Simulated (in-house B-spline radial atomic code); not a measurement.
O VII (O6+): 1s1 (2p1/2)1 (an excited or competing configuration)

All numbers are computed (Dirac-Hartree-Fock, average of the jj configuration; Fermi nucleus of rms radius 2.6991 fm) with a B-spline radial code for spherical atoms, not measured.

Z_r = [3n² - l(l+1)]/(2<r>); Z_e = n√(-2ε); the last column is Slater's effective charge. Values are occupation-weighted means over j.

```csv
shell,electrons,ε (eV),<r> (bohr),Z_r,Z_e,Slater
1s,1,-825.22,0.1882,7.97,7.79,8.00
2p,1,-169.21,0.7004,7.14,7.05,7.15
```

The least bound orbital is 2p1/2 at -169.2 eV, and it is also the most diffuse (<r> = 0.7004 bohr).

For the 1s electron the small component carries 0.0848 % of the norm, the zero-frequency Breit interaction raises the level by 0.01384 eV, self-energy by 0.07063 eV, and vacuum polarisation lowers it by 0.003453 eV.
